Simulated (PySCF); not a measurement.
## Frontier levels across methods

C2H7FOSi.
Atom-mapped SMILES: `[OH:1][SiH2:2][CH2:3][CH2:4][F:5]` (hydrogens: H6 on O1; H7, H8 on Si2; H9, H10 on C3; H11, H12 on C4)

Cartesian coordinates in Å at the PBE0-D3(BJ)/def2-SVP level; atoms count from 1:
```
atom  x, y, z in Å
O1     1.6386    0.9454    1.1337
Si2    1.3893   -0.1783   -0.0672
C3    -0.3960   -0.8013   -0.0104
C4    -1.4071    0.2831   -0.3057
F5    -1.1135    1.4254    0.4313
H6     0.8763    1.5273    1.2413
H7     1.6383    0.3850   -1.4338
H8     2.3284   -1.3088    0.1738
H9    -0.5760   -1.2378    0.9868
H10   -0.5160   -1.6190   -0.7418
H11   -2.4362   -0.0152   -0.0454
H12   -1.3863    0.5668   -1.3715
```

Basis pcSseg-2 throughout (PySCF), one geometry. Isolated species at its PBE0-D3(BJ)/def2-SVP geometry (one conformer only).

Q: How do the orbital energies, the gap and the dipole change with the method?

A: 
```json
{"method": "BLYP", "kind": "GGA", "HOMO (eV)": "-6.86", "LUMO (eV)": "-0.32", "gap (eV)": "6.54", "μ (D)": "2.75", "SCF cycles": "15"}
{"method": "OPBE", "kind": "GGA", "HOMO (eV)": "-6.89", "LUMO (eV)": "-0.18", "gap (eV)": "6.71", "μ (D)": "2.65", "SCF cycles": "16"}
{"method": "PBE", "kind": "GGA", "HOMO (eV)": "-6.94", "LUMO (eV)": "-0.39", "gap (eV)": "6.55", "μ (D)": "2.73", "SCF cycles": "16"}
{"method": "B97-D", "kind": "GGA", "HOMO (eV)": "-6.96", "LUMO (eV)": "-0.20", "gap (eV)": "6.77", "μ (D)": "2.73", "SCF cycles": "15"}
{"method": "KT2", "kind": "GGA", "HOMO (eV)": "-7.04", "LUMO (eV)": "-0.52", "gap (eV)": "6.53", "μ (D)": "2.70", "SCF cycles": "16"}
{"method": "LDA", "kind": "LDA", "HOMO (eV)": "-7.05", "LUMO (eV)": "-0.61", "gap (eV)": "6.44", "μ (D)": "2.83", "SCF cycles": "15"}
{"method": "BP86", "kind": "GGA", "HOMO (eV)": "-7.05", "LUMO (eV)": "-0.36", "gap (eV)": "6.69", "μ (D)": "2.74", "SCF cycles": "15"}
{"method": "KT3", "kind": "GGA", "HOMO (eV)": "-7.07", "LUMO (eV)": "-0.47", "gap (eV)": "6.60", "μ (D)": "2.66", "SCF cycles": "16"}
{"method": "B97-2", "kind": "global hybrid", "HOMO (eV)": "-8.14", "LUMO (eV)": "0.48", "gap (eV)": "8.63", "μ (D)": "2.84", "SCF cycles": "13"}
{"method": "B3LYP", "kind": "global hybrid", "HOMO (eV)": "-8.19", "LUMO (eV)": "0.15", "gap (eV)": "8.34", "μ (D)": "2.87", "SCF cycles": "13"}
{"method": "PBE0", "kind": "global hybrid", "HOMO (eV)": "-8.40", "LUMO (eV)": "0.45", "gap (eV)": "8.84", "μ (D)": "2.86", "SCF cycles": "14"}
{"method": "mPW1PW91", "kind": "global hybrid", "HOMO (eV)": "-8.43", "LUMO (eV)": "0.43", "gap (eV)": "8.86", "μ (D)": "2.87", "SCF cycles": "13"}
{"method": "BHandHLYP", "kind": "global hybrid", "HOMO (eV)": "-9.78", "LUMO (eV)": "0.97", "gap (eV)": "10.75", "μ (D)": "3.01", "SCF cycles": "12"}
{"method": "CAM-B3LYP", "kind": "range-separated hybrid", "HOMO (eV)": "-9.83", "LUMO (eV)": "1.13", "gap (eV)": "10.96", "μ (D)": "2.95", "SCF cycles": "12"}
{"method": "wB97X-D", "kind": "range-separated hybrid", "HOMO (eV)": "-10.29", "LUMO (eV)": "2.16", "gap (eV)": "12.45", "μ (D)": "2.90", "SCF cycles": "12"}
{"method": "LC-wPBE", "kind": "range-separated hybrid", "HOMO (eV)": "-11.16", "LUMO (eV)": "2.27", "gap (eV)": "13.43", "μ (D)": "2.97", "SCF cycles": "13"}
{"method": "HF", "kind": "Hartree–Fock", "HOMO (eV)": "-11.86", "LUMO (eV)": "2.57", "gap (eV)": "14.43", "μ (D)": "3.13", "SCF cycles": "10"}
```

The HOMO spans 5.00 eV, from BLYP down to HF, and the gap runs from 6.44 eV (LDA) to 14.43 eV (HF). Over the methods BLYP (0 %), OPBE (0 %), PBE (0 %), B97-D (0 %), KT2 (0 %), LDA (0 %), BP86 (0 %), KT3 (0 %), B97-2 (21 %), B3LYP (20 %), PBE0 (25 %), mPW1PW91 (25 %), BHandHLYP (50 %), HF (100 %), a straight line through the gap against the share of exact exchange rises by 0.80 eV for each 10 % (correlation coefficient 0.998). The dipole ranges from 2.65 D (OPBE) to 3.13 D (HF). This basis has no diffuse functions.
